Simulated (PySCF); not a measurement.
**Neon: a sound run and one with changed settings**

Sound run: Ne⁺ [He] 2s2 2p5, Ne²⁺ [He] 2s2 2p4. Computed with PySCF 2.14 in def2-SVP, with no relativity, point nucleus. The sound run starts from symmetry-adapted Hartree-Fock orbitals and uses a fine grid where one is needed.

Changed run: radial step 0.3 in ln r (0.13 in the sound run). This setting is unsound on purpose.

| species | method | sound run (hartree) | changed run (hartree) | converged |
| --- | --- | --- | --- | --- |
| Ne⁺ | UHF | -127.64829 | -127.64829 | yes |
| Ne⁺ | MN15 | -127.92839 | -127.92820 | yes |
| Ne⁺ | B3LYP | -128.01470 | -128.01457 | yes |
| Ne²⁺ | UHF | -126.19497 | -126.19497 | yes |
| Ne²⁺ | MN15 | -126.40508 | -126.40418 | yes |
| Ne²⁺ | B3LYP | -126.48850 | -126.48849 | yes |

Ionisation energy of Ne⁺:

```json
{"method": "UHF", "sound run (eV)": "39.547", "changed run (eV)": "39.547"}
{"method": "MN15", "sound run (eV)": "41.452", "changed run (eV)": "41.471"}
{"method": "B3LYP", "sound run (eV)": "41.530", "changed run (eV)": "41.527"}
```

A coarse radial grid mis-integrates the density and the exchange-correlation energy, with errors of either sign; Hartree-Fock needs no grid.

For comparison, NIST gives 40.963 eV between the lowest levels.
